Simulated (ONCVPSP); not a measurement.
## titanium, ONCV: configuration errors across variants

titanium, optimised norm-conserving Vanderbilt (ONCV), made with ONCVPSP 4.0.1 (LDA (Perdew-Wang 92), scalar-relativistic). Core [Ne], reference 3s2 3p6 3d2 4s1.75 4p0.25. Waves: 3s+4s: rc 1.55 bohr, ncon 4, nbas 9, qcut 9.6 1/bohr, 2 projectors; 3p+4p: rc 2.10 bohr, ncon 5, nbas 8, qcut 8.3 1/bohr, 2 projectors; 3d: rc 2.25 bohr, ncon 4, nbas 9, qcut 7.6 1/bohr, 2 projectors, debl 3.3 Ha. Local part: polynomial inside 1.00 bohr (lpopt 1, dvloc0 6 Ha). Core correction: none.

All-electron excitation energies from the reference (eV): (1) 3s2 3p6 3d2 4s2 4p0 -0.769; (2) 3s2 3p6 3d2 4s1 4p0 6.760; (3) 3s2 3p6 3d2 4s0 4p0 20.554; (4) 3s2 3p6 3d2 4s0 4p1 10.607.

2 further variants failed, have other tests or another functional or relativity, and are left out.

A true bound ghost makes a file unfit for plane-wave use even where its test errors are small: the radial tests pick states by their node count and pass the ghost by.

Errors AE − PS in meV (a dash: test not solved or not reliable):

```tsv
change	(1)	(2)	(3)	(4)	bound ghosts	GHOST(+) flags above zero
base	+0.1	+0.2	+1.5	+0.9	none	none
s: qcut 8.8; p: qcut 7.6; d: qcut 7	0.0	+0.2	+1.4	+0.9	none	none
s: qcut 5.6	0.0	0.0	+0.1	0.0	none	none
all radii scaled by about 1.20 (s 1.86, p 2.52, d 2.70 bohr); local potential polynomial inside 1.20 bohr (lpopt 1, dvloc0 6 Ha)	0.0	+0.1	-1.0	-0.2	none	none
d: rc 2.28	+0.1	+0.2	+1.5	+0.9	none	none
core correction Teter function, fcfact 5.5, rcfact 1.25	0.0	+0.1	+1.1	+0.7	none	none
local potential polynomial inside 1.00 bohr (lpopt 1, dvloc0 3 Ha)	+0.1	+0.2	+1.6	+0.8	p	none
```

Question: Give the same row for: local potential polynomial inside 1.05 bohr (lpopt 5, dvloc0 6 Ha).

Answer: 0.0, +0.2, +1.5, +0.9; bound ghosts: none; GHOST(+) flags above zero: none.
